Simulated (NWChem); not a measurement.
System: CdS; SMILES [S]=[Cd]

NWChem input:

```
start job
memory heap 200 mb stack 900 mb global 1100 mb
geometry units angstroms noautoz
  Cd     0.000000     0.000000    -0.563692
  S      0.000000     0.000000     1.682090
end
basis spherical
  Cd library def2-tzvp
  S library def2-tzvp
end
ecp
  Cd library def2-ecp
end
dft
  xc pbe0
  iterations 150
end
task dft gradient
```

NWChem printed, in part:

```
             Northwest Computational Chemistry Package (NWChem) 7.3.0
             --------------------------------------------------------

 ORDER OF PRIMARY AXIS IS BEING SET TO 4
 C4V symmetry detected

                             Geometry "geometry" -> ""
                             -------------------------

 Output coordinates in angstroms (scale by  1.889725989 to convert to a.u.)

  No.       Tag          Charge          X              Y              Z
 ---- ---------------- ---------- -------------- -------------- --------------
    1 Cd                  48.0000     0.00000000     0.00000000    -0.56144550
    2 S                   16.0000     0.00000000     0.00000000     1.68433650

 Effective nuclear repulsion energy (a.u.)     180.9650835352

      Symmetry information
      --------------------

 Group name             C4v
 Group number             18
 Group order               8
 No. of unique centers     2

                                 NWChem DFT Module
                                 -----------------

 Summary of "ao basis" -> "ao basis" (spherical)
 ------------------------------------------------------------------------------
       Tag                 Description            Shells   Functions and Types
 ---------------- ------------------------------  ------  ---------------------
 Cd                        def2-tzvp                14       40   6s4p3d1f
 S                         def2-tzvp                13       37   5s5p2d1f

      Symmetry analysis of basis
      --------------------------

        a1         27
        a2          0
        b1          7
        b2          7
        e          36

            General Information
            -------------------
          SCF calculation type: DFT
          Wavefunction type:  closed shell.
          No. of atoms     :     2
          No. of electrons :    36
           Alpha electrons :    18
            Beta electrons :    18
          Charge           :     0
          Spin multiplicity:     1
          Use of symmetry is: on ; symmetry adaption is: on
          Maximum number of iterations: 150
          AO basis - number of functions:    77
                     number of shells:    27
          Convergence on energy requested:  1.00D-06
          Convergence on density requested:  1.00D-05
          Convergence on gradient requested:  5.00D-04

              XC Information
              --------------
                         PBE0 Method XC Functional
                     Hartree-Fock (Exact) Exchange  0.250
          PerdewBurkeErnzerhof Exchange Functional  0.750
            Perdew 1991 LDA Correlation Functional  1.000 local
           PerdewBurkeErnz. Correlation Functional  1.000 non-local

             Grid Information
             ----------------
          Grid used for XC integration:  medium
          Radial quadrature: Mura-Knowles
          Angular quadrature: Lebedev.
          Tag              B.-S. Rad. Rad. Pts. Rad. Cut. Ang. Pts.
          ---              ---------- --------- --------- ---------
          Cd                  1.55      123           9.0       590
          S                   1.00       88          10.0       590
          Grid pruning is: on
          Number of quadrature shells:   211
          Spatial weights used:  Erf1

      Superposition of Atomic Density Guess
      -------------------------------------

 Sum of atomic energies:        -589.39439767

      Non-variational initial energy
      ------------------------------

 Total energy =    -564.458058
 1-e energy   =    -997.237321
 2-e energy   =     357.377145
 HOMO         =      -0.305383
 LUMO         =      -0.139192

      Symmetry analysis of molecular orbitals - initial
      -------------------------------------------------

 !! scf_movecs_sym_adapt:   14 vectors were symmetry contaminated

  Symmetry fudging

 !! scf_movecs_sym_adapt:   14 vectors were symmetry contaminated

  Numbering of irreducible representations:

     1 a1          2 a2          3 b1          4 b2          5 e

  Orbital symmetries:

     1 a1          2 a1          3 a1          4 e           5 e
     6 a1          7 a1          8 e           9 e          10 a1
    11 e          12 e          13 b2         14 b1         15 a1
    16 a1         17 e          18 e          19 a1         20 e
    21 e          22 a1         23 a1         24 e          25 e
    26 a1         27 a1         28 e

[...]

                         DFT ENERGY GRADIENTS

    atom               coordinates                        gradient
                 x          y          z           x          y          z
   1 Cd      0.000000   0.000000  -1.060978    0.000000   0.000000  -0.001838
   2 S       0.000000   0.000000   3.182934    0.000000   0.000000   0.001838
```

Level: PBE0/def2-TZVP with def2 effective core potentials on Cd. Coordinates come from a PBE0/def2-SVP optimisation. def2 effective core potentials on Cd; no spin-orbit coupling.
